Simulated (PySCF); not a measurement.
A GIAO shielding run with PySCF (density fitting, non-relativistic, gas phase) on `C[C@H]1SC1(C#N)C#N`, C5H4N2S:

```
$ OMP_NUM_THREADS=1 python probes_run.py task.json out

{"job": {"kind": "nmr", "xc": "PBE0", "basis": "pcSseg-1"}, "charge": 0, "multiplicity": 1}
C     -1.471763    -0.308900    -0.690947
C     -0.648682     0.215540     0.450463
S     -0.027850    -0.951389     1.683266
C      0.848862     0.061095     0.420961
C      1.660225     1.118148     0.936230
N      2.294193     1.971824     1.355361
C      1.455782    -0.676830    -0.640665
N      1.936435    -1.275058    -1.487695
H     -1.454498     0.402787    -1.516069
H     -1.084024    -1.262551    -1.044467
H     -2.503825    -0.443994    -0.373580
H     -1.003657     1.148643     0.881114
```

Hardware: 1 thread of an Arm Neoverse V1, shared host. The job also computes population analyses, field gradients, ring-centre shieldings.

(1) How large is the calculation?

(2) How long does it take, and how much memory does it need?

## Answers

(1) 64 electrons, 163 basis functions and 856 auxiliary functions.

(2) 18 s of wall time, with 15 SCF cycles and 5 response iterations; peak memory 0.73 GiB. Times on a shared host scatter by some tens of per cent.
